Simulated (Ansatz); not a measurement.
Geometry optimisation, Ansatz, UHF/def2-SVP.

Input:

```yaml
crystal:
  periodic: [false, false, false]
  atoms:
    - { symbol: W, position_ang: [0.0, 0.0, 0.0] }
    - { symbol: F, position_ang: [0.0, 0.0, 2.1] }
    - { symbol: F, position_ang: [1.85, 0.0, 0.0] }
    - { symbol: F, position_ang: [0.0, 1.85, 0.0] }
    - { symbol: F, position_ang: [-1.85, 0.0, 0.0] }
    - { symbol: Cl, position_ang: [0.0, -2.39, 0.0] }
    - { symbol: F, position_ang: [0.0, 0.0, -1.85] }
    - { symbol: F, position_ang: [0.0, 0.0, 3.54] }
magnetization:
  spin_polarized: true
  initial_magnetization: 1
basis:
  gaussian: { orbitals: def2-SVP }
hamiltonian:
  xc: hf
relax:
  f_tol: 0.15
  max_steps: 25
  restrain:
    - { distance: [1, 7], at: 2.34, k: 30.0 }
    - { distance: [0, 1], at: 1.85, k: 30.0 }
```

Launched with:

```bash
$ ansatz run input.yaml --threads 4 --pin off --max-ram 5120MiB --backend cpu --events-out ev --progress --plain --runs-dir out
```

Problem. Where does it end, and by what steps?

Solution. It converged. The restraints hold the end off the free minimum; the threshold counts their pulls, which the force column leaves out. Restrained pairs: F2–F8 (1.44 → 2.35 Å), W1–F2 (2.10 → 1.84 Å). After 5 steps the energy has fallen by 4.790 eV (the restraints' own energy left out); F8 moved furthest, 0.59 Å.

```tsv
step	energy less start (eV)	largest force component (eV/Å)	accepted
0	0.0000	5.829	yes
1	-3.3415	7.917	yes
2	-4.2490	3.409	yes
3	-4.5923	0.663	yes
4	-4.7729	0.487	yes
5	-4.7902	0.648	yes
```

```xyz
8
Properties=species:S:1:pos:R:3
W 0.000 -0.039 -0.055
F 0.000 0.018 1.782
F 1.822 0.005 -0.042
F 0.000 1.791 -0.066
F -1.822 0.005 -0.042
Cl 0.000 -2.308 -0.042
F 0.000 -0.001 -1.876
F 0.000 -0.011 4.132
```

The run took 2.1 min on 4 threads of Intel(R) Xeon(R) Platinum 8488C (Sapphire Rapids), with other jobs on the host, peak memory 0.59 GiB.
